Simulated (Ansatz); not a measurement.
Ansatz (a program for electronic structure) input:

Ansatz 0.2 input:
```yaml
crystal:
  periodic: [false, false, false]
  atoms:
    - {symbol: Ge, position_ang: [0.14873945, -0.02319735, 0.18657275]}
    - {symbol: O, position_ang: [0.91303674, 0.23121470, -1.31521284]}
    - {symbol: O, position_ang: [-1.50799452, -0.13842532, 0.56892185]}
basis:
  gaussian:
    orbitals: def2-TZVPD
hamiltonian:
  xc: {name: PBE-QIDH}
total_charge: -1
magnetization: {spin_polarized: true, initial_magnetization: 1}
correlation: {electrons: outside_noble_gas}
```

Which total energy does the run end on?

-2226.72637 Eh (PBE-QIDH/def2-TZVPD). The basis has 134 functions.
